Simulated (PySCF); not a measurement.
Unrelated species, one level of theory. Computed with TDDFT PBE0/def2-SVPD, vertical, gas phase, core orbitals frozen in the response (PySCF). Geometries: GFN2-xTB; one conformer of each isolated species. Triplets are in the Tamm–Dancoff approximation.

**Question.** Rank by computed lowest singlet excitation energy, lowest first.
A. `C=C1CC[SiH2]1` (C4H8Si)
B. `O=C1C=C(CO)C(=O)C1` (C6H6O3)
C. `C#CC[SiH2]C` (C4H8Si)
D. `C=C[Si@@H]1O[SiH2][SiH2][SiH2]1` (C2H10OSi4)
E. `NN` (N2H4)
F. `C[Si](Cl)(Cl)[Si](C)(Cl)Cl` (C2H6Cl4Si2)
G. `C#C[C@@H]1C=C1C(Cl)(Cl)Cl` (C6H3Cl3)

**Answer.** B (3.02 eV), G (4.81 eV), D (5.20 eV), A (5.99 eV), F (6.13 eV), E (6.37 eV), C (6.52 eV).

| SMILES | S1 (eV) | gap (eV) | f (S1) | α (au) | LUMO (eV) | S1 mainly |
| --- | --- | --- | --- | --- | --- | --- |
| O=C1C=C(CO)C(=O)C1 | 3.02 | 4.74 | 0.000 | 79.7 | -2.86 | H→L (97%) |
| C#C[C@@H]1C=C1C(Cl)(Cl)Cl | 4.81 | 6.01 | 0.010 | 109.7 | -1.69 | H→L (97%) |
| C=C[Si@@H]1O[SiH2][SiH2][SiH2]1 | 5.20 | 6.48 | 0.009 | 136.8 | -0.96 | H→L (93%) |
| C=C1CC[SiH2]1 | 5.99 | 6.93 | 0.001 | 73.8 | -0.45 | H-1→L (82%) |
| C[Si](Cl)(Cl)[Si](C)(Cl)Cl | 6.13 | 7.33 | 0.028 | 129.1 | -0.78 | H→L+1 (91%) |
| NN | 6.37 | 7.95 | 0.013 | 21.8 | 0.92 | H→L (99%) |
| C#CC[SiH2]C | 6.52 | 7.94 | 0.001 | 73.4 | 0.55 | H→L+2 (32%) |

H and L stand for HOMO and LUMO.

Mean S1 by what the SMILES shows (count): single bonds only 6.25 eV (2); a double or triple bond but no aromatic ring 5.11 eV (5).
